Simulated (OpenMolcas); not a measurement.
Rh3+ (d6) in a complex was computed by CASSCF with the d shell active (OpenMolcas, ANO-RCC-VDZP on the metal). Its lowest spin-free states, and all those of the highest spin:

```csv
2S+1,Degeneracy,E (cm-1)
1,1,0.0
5,3,6129
3,3,6471
3,3,10621
1,3,12435
1,3,20070
3,3,20161
3,3,21223
5,2,21706
3,3,24349
3,2,24787
3,3,25943
```

Is the site octahedral, tetrahedral or cube-like, axial, or of lower symmetry?

The states with 2S+1 = 5 have orbital degeneracies 3, 2. Threefold states need a cubic site. For d6 at this spin an octahedron puts the threefold T2 below the twofold E and a tetrahedron or cube puts the twofold E below the threefold T2, so the site is octahedral. The first gap at this spin, 15600 cm-1, is |10Dq| in ligand-field theory. The run had Rh3+ with 6 ligands (chloride) in octahedral coordination (Oh) at 2.42 Å. A charge of +0.5 e stands 2.8 Å behind each ligand. Ligand basis ANO-RCC-VDZP.

Without dynamic correlation the repulsion within the d shell is too large (B by tens of per cent), so at a given field states of lower spin stand too high. This shell can be high or low spin here, a state of another spin lies low, and with metal d orbitals alone active their balance is uncertain, so the ground spin may be wrong, although the usual error favours high spin. The least metal-like active orbital is 69 % on the metal (Löwdin) and no ligand orbital is active, so the numbers are rough, and ground spin, moment and any spin crossover can be artefacts of this space; highly charged d ions in such sites are as a rule low spin. With metal d orbitals alone the field can be off either way by tens of per cent. Ligand-to-metal charge-transfer states are missing. With no ligand orbital active B as a rule stays too high, so bands that hang on it stand too high and its fall with covalency is understated. No measured value stands beside these numbers; the geometry was imposed, not optimised, and the real ion may take another.
